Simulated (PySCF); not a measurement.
Br2W, neutral, multiplicity 5. Atoms are numbered in the order given.

```xyz
3

W      0.0000     0.0000    -0.3861
Br     0.0000     2.3010     0.4081
Br     0.0000    -2.3010     0.4081
```
Charge 0, spin multiplicity 5.

The structure is a stationary point at r2SCAN-D4/def2-SVP. The multiplicity is an assumed one; other spin states were not compared. The def2 effective core potentials stand for the cores of W; spin–orbit coupling is left out.

The numbers are results of TDA-PBE/def2-SVPD run with PySCF, not measurements.

Vertical excitations. The molecule is in vacuum.

Problem. Estimate the UV-visible absorptions. (The exact figures need the calculation; the answer reports its results.)

Solution. 
| state | energy (eV) | λ (nm) | f | main pairs |
|---|---|---|---|---|
| root 1 | 0.39 | 3205 | 0.000 | α HOMO→LUMO 100 % |
| root 2 | 1.19 | 1040 | 0.002 | α HOMO−1→LUMO 99 % |
| root 3 | 1.20 | 1033 | 0.000 | α HOMO−2→LUMO 100 % |
| root 4 | 1.62 | 764 | 0.001 | α HOMO−3→LUMO 99 % |
| root 5 | 2.73 | 453 | 0.000 | α HOMO→LUMO+1 100 % |
| root 6 | 3.27 | 379 | 0.000 | α HOMO−4→LUMO 99 % |
| root 7 | 3.37 | 368 | 0.004 | α HOMO−5→LUMO 94 % |
| root 8 | 3.55 | 349 | 0.006 | α HOMO−2→LUMO+1 95 % |
| root 9 | 3.55 | 349 | 0.006 | α HOMO−1→LUMO+1 98 % |
| root 10 | 3.57 | 348 | 0.008 | α HOMO−6→LUMO 78 %, β HOMO−3→LUMO+1 5 % |
Unrestricted roots are not spin-pure.
